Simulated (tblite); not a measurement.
Isomers of C8H9O (doublet state). Calculated harmonic vibrations of the isolated species, GFN2-xTB (tblite), most abundant isotopes, no scaling. Against measured fundamentals such values can be off by several per cent, at times by over 20. One conformer each. Open shells enter through the occupations alone, without spin polarisation, and single modes of such species can be off by tens of per cent.

Electronic energies: GFN2-xTB at the same geometries; isomer energies are rough at this level and their order can be wrong.

```
              SMILES  electronic energy, lowest = 0 (kcal/mol)
       COCc1cc[c]cc1                                      43.8
   C1=CC[C]2OCCC2=C1                                       0.0
       CCOc1[c]cccc1                                      35.5
C/C=C1\C=C(C=O)[C]1C                                      59.0
       CCOc1c[c]ccc1                                      36.2
```

How do GFN2-xTB zero-point energies change the relative energies?

| SMILES | ZPE (kcal/mol) | of it from modes above 1550 cm⁻¹ | electronic (kcal/mol) | with ZPE, lowest = 0 (kcal/mol) | lowest mode (cm⁻¹) | rings |
| --- | --- | --- | --- | --- | --- | --- |
| C1=CC[C]2OCCC2=C1 | 91.3 | 40.6 | 0.0 | 0.0 | 83 | 2 |
| CCOc1[c]cccc1 | 90.1 | 41.2 | 35.5 | 34.3 | 40 | 1 |
| CCOc1c[c]ccc1 | 90.4 | 41.4 | 36.2 | 35.3 | 53 | 1 |
| COCc1cc[c]cc1 | 89.9 | 40.8 | 43.8 | 42.4 | 26 | 1 |
| C/C=C1\C=C(C=O)[C]1C | 87.3 | 43.5 | 59.0 | 55.1 | 63 | 1 |

The zero-point energies span 4.0 kcal/mol, from `C/C=C1\C=C(C=O)[C]1C` to `C1=CC[C]2OCCC2=C1`. The order is unchanged.

What do entropy and thermal enthalpy add at 298.15 K and 1 bar (rigid rotor, harmonic oscillator, one conformer each)?

```
              SMILES  point group  symmetry number  S (cal/(mol K))  H − H(0) (kcal/mol)  ZPE + H − H(0) − TS (kcal/mol)
   C1=CC[C]2OCCC2=C1           Cs                1             86.8                 5.32                            70.7
       CCOc1[c]cccc1           Cs                1             93.9                 6.08                            68.2
       CCOc1c[c]ccc1           C1                1             91.7                 5.92                            68.9
       COCc1cc[c]cc1           C1                1             94.0                 6.02                            67.9
C/C=C1\C=C(C=O)[C]1C           Cs                1            101.3                 7.14                            64.3
```

S holds R ln(2S + 1) for the spin.
